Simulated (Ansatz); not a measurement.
Ansatz (a first-principles code) input (RI-MP2/cc-pVQZ):
A basis named .json is the Basis Set Exchange file of that set.

Ansatz 0.2 input:
```yaml
crystal:
  periodic: [false, false, false]
  atoms:
    - {symbol: B, position_ang: [-0.92994411, 0.36245407, -0.52356380]}
    - {symbol: F, position_ang: [-2.19740190, 0.25216418, -0.29244463]}
    - {symbol: B, position_ang: [0.54962741, -0.07742270, 0.09558151]}
    - {symbol: F, position_ang: [1.17597794, -1.16277611, -0.34738303]}
    - {symbol: F, position_ang: [1.23271102, 0.75226117, 0.87759560]}
basis:
  gaussian:
    orbitals: cc-pVQZ
    fitting: {mean_field: def2-universal-jkfit, correlation: cc-pVQZ-RIFIT.json}
magnetization: {spin_polarized: true, initial_magnetization: 1}
correlation: {method: mp2, electrons: outside_noble_gas}
```

Output:

```
Functional definition: HF
integrals: 0.30 GiB planned
381 factors; integrals over basis functions are off by at most 1.4e0 eV
660 factors; integrals over basis functions are off by at most 7.1e-1 eV
mean field: 0.88 GiB planned
mean field evaluation 1: about -9465.1842 eV, gradient 2.8e1 eV
mean field evaluation 2: about -9467.4311 eV, gradient 1.8e1 eV
mean field evaluation 4: about -9468.3977 eV, gradient 1.0e0 eV
mean field evaluation 8: about -9468.4289 eV, gradient 2.7e-6 eV
mean field -9468.42889067 eV, -347.9583438006 hartree, gradient 2.7e-6 eV, S^2 0.766265; 0 other end points of the search recorded, 0 dependent functions left out
5 core orbitals not correlated
reference -9468.42889067 eV, -347.9583438006 hartree; 14, 13 occupied and 256, 257 virtual orbitals, 660 factors
second order -26.82897904 eV of doubles, -0.00000000 eV of singles
Total energy: -9495.25786971 eV, -348.9442905950 hartree
```

It need not be the lowest isomer of its formula.
